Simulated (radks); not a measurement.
Task: The mean radii <r> (bohr) of the occupied orbitals of an atom or ion are listed with their occupations. Method: scalar-relativistic Kohn-Sham, LDA (Slater exchange, Perdew-Wang correlation), spin-polarised, spherical densities, point nucleus; computed with a radial shooting solver on a logarithmic mesh with Libxc functionals.

orbital  occ.      <r>
1s up       1  0.05222
1s down     1  0.05222
2s up       1   0.2357
2s down     1   0.2353
2p up       3   0.2067
2p down     3   0.2064
3s up       1   0.6686
3s down     1   0.6716
3p up       3   0.6795
3p down     3   0.6837
3d up       3   0.6788
4s up       1    1.587
4s down     1    1.604

Name the element and its charge. Open shells, if any, are filled with parallel spins first.

Result: Z = 29, copper, charge +6: Cu6+ in [Ar] 3d3 4s2. The 1s radius gives Z: for a bare nucleus <r> = (2 gamma + 1)/(2Z) with gamma = sqrt(1 - (Z/c)^2), 0.05094 bohr for Z = 29, and screening makes it slightly larger (0.05222 here). The occupations add up to 23, and the charge is Z minus that.
